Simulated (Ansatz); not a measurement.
`BN[SiH2]Cl` + CH₃OH → `CO[SiH2]Cl` + `BN` at 600 K and 1 bar (ligand exchange at the Si–N bond).

Gas-phase electronic energies from Ansatz, PBE0-D4/def2-TZVP geometries. CBS: MP2 limit from def2 TZ/QZ plus the TZ coupled-cluster correction, frozen cores. This one scheme is used for every species. One conformer a species, not always the lowest.

```
     species  CCSD(T)/CBS energy (Eh)  H − E (kJ/mol)  S (J/(mol·K))
`BN[SiH2]Cl`               -831.46864           204.6          403.0
       CH₃OH               -115.61712           163.6          277.3
`CO[SiH2]Cl`               -865.17164           213.2          405.0
        `BN`                -81.93499           155.9          270.2
```

H − E and S are ideal-gas, rigid-rotor, harmonic terms from PBE0-D4/def2-TZVP, for one conformer and one mirror image of each species. 1 Eh = 2625.50 kJ/mol, R = 8.31446 J/(mol·K).

Problem. By hand: ΔE, ΔH, ΔS and ΔG.

Solution. ΔE = (-865.17164) + (-81.93499) − (-831.46864) − (-115.61712) = -0.02087 Eh = -54.8 kJ/mol. Δ(H − E) = 213.2 + 155.9 − 204.6 − 163.6 = 0.9, so ΔH = -53.9 kJ/mol. ΔS = 405.0 + 270.2 − 403.0 − 277.3 = -5.1 J/(mol·K). ΔG = -53.9 − 600 × (-5.1)/1000 = -50.8 kJ/mol.

Problem. By hand: the equilibrium constant, and the temperature at which ΔG would vanish if ΔH and ΔS stayed fixed.

Solution. log₁₀ K = −ΔG/(RT ln 10) = 4.4. ΔG = 0 at ΔH/ΔS = 10569 K, far beyond where these terms or the molecules hold.

The number of gas molecules stays the same, so ΔS is small and ΔH decides. A doubt of 5 kJ/mol in ΔE shifts log₁₀ K by 0.4 here. Other conformers and mirror images would add mixing entropy, several J/(mol·K) or more a flexible species. Modes under 60 cm⁻¹, often nearly free rotors, make the harmonic entropy too high. These are equilibria of isolated gas molecules and say nothing of rates. Largest T1 diagnostic: 0.012 (customary marks: 0.02 for closed shells, 0.045 for open ones).
